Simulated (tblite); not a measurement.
Species: C6H8NO (doublet state).
Atom-mapped SMILES: `[CH3:1]/[CH:2]=[C:3]1/[CH:4][C@H:5]1[NH:6][CH:7]=[O:8]` (hydrogens: H9, H10, H11 on C1; H12 on C2; H13 on C4; H14 on C5; H15 on N6; H16 on C7)

The geometry is computed with GFN2-xTB (gas phase). This method treats the open shell by occupation alone, without spin polarisation.

(1) List the bond lengths, angles and torsions at this level.

Answers

(1) 
```json
{"bond": "C1–C2", "length (pm)": "148.5"}
{"bond": "C2=C3", "length (pm)": "135.0"}
{"bond": "C3–C4", "length (pm)": "135.9"}
{"bond": "C4–C5", "length (pm)": "147.5"}
{"bond": "C5–N6", "length (pm)": "144.3"}
{"bond": "N6–C7", "length (pm)": "134.4"}
{"bond": "C7=O8", "length (pm)": "120.6"}
{"bond": "C3–C5", "length (pm)": "149.9"}
{"bond": "C1–H9, C1–H10, C1–H11", "length (pm)": "109.0"}
{"bond": "C2–H12", "length (pm)": "108.1"}
{"bond": "C4–H13", "length (pm)": "106.1"}
{"bond": "C5–H14", "length (pm)": "108.5"}
{"bond": "N6–H15", "length (pm)": "100.8"}
{"bond": "C7–H16", "length (pm)": "110.7"}
```

Bonds in one row agree within 1 pm and their mean is given. A selection of angles:
```json
{"angle": "C1–C2–C3", "degrees": "122.6"}
{"angle": "C2–C3–C4", "degrees": "153.1"}
{"angle": "C2–C3–C5", "degrees": "145.0"}
{"angle": "C4–C3–C5", "degrees": "61.9"}
{"angle": "C3–C4–C5", "degrees": "63.7"}
{"angle": "C4–C5–N6", "degrees": "120.0"}
{"angle": "C3–C5–C4", "degrees": "54.4"}
{"angle": "C3–C5–N6", "degrees": "120.2"}
{"angle": "C5–N6–C7", "degrees": "122.4"}
{"angle": "N6–C7–O8", "degrees": "125.6"}
{"angle": "H15–N6–C5", "degrees": "117.2"}
{"angle": "H15–N6–C7", "degrees": "120.4"}
```

Torsions: C1–C2–C3–C4 -177° (antiperiplanar); C2–C3–C4–C5 180° (antiperiplanar); C3–C4–C5–N6 -108° (anticlinal); C4–C5–N6–C7 -156° (antiperiplanar); C5–N6–C7–O8 0° (synperiplanar); C2–C3–C5–C4 180° (antiperiplanar).

The 3-membered ring C3–C4–C5 has internal angles of 54.4° to 63.7°. C7 (carbon bonded to N, O and H) is planar (angles 125.6°, 122.6° and 111.8°, sum 360.0°, 0.00 Å off the plane of its three neighbours). The 5 C–C bonds span 1.350 Å (C2=C3, drawn double in one of several resonance forms) to 1.499 Å (C3–C5, drawn single), a spread of 0.149 Å. C4 (carbon bonded to 2 C and H) is almost planar (angles 148.9°, 145.4° and 63.7°, sum 358.0°, 0.08 Å off the plane of its three neighbours). N6 (nitrogen bonded to 2 C and H) is planar (angles 122.4°, 120.4° and 117.2°, sum 360.0°, 0.01 Å off the plane of its three neighbours). C2 (carbon bonded to 2 C and H) is planar (angles 122.6°, 119.6° and 117.8°, sum 360.0°, 0.01 Å off the plane of its three neighbours). Of the pairs four or more bonds apart, O8···H14 is among the closest relative to their van der Waals radii: 2.41 Å, 89 % of the sum of Bondi's values.

Point group: C1 (no symmetry element, even within 0.4 Å). Its GFN2-xTB frequencies are all real (lowest 30 cm⁻¹).

One conformer stands for the species.
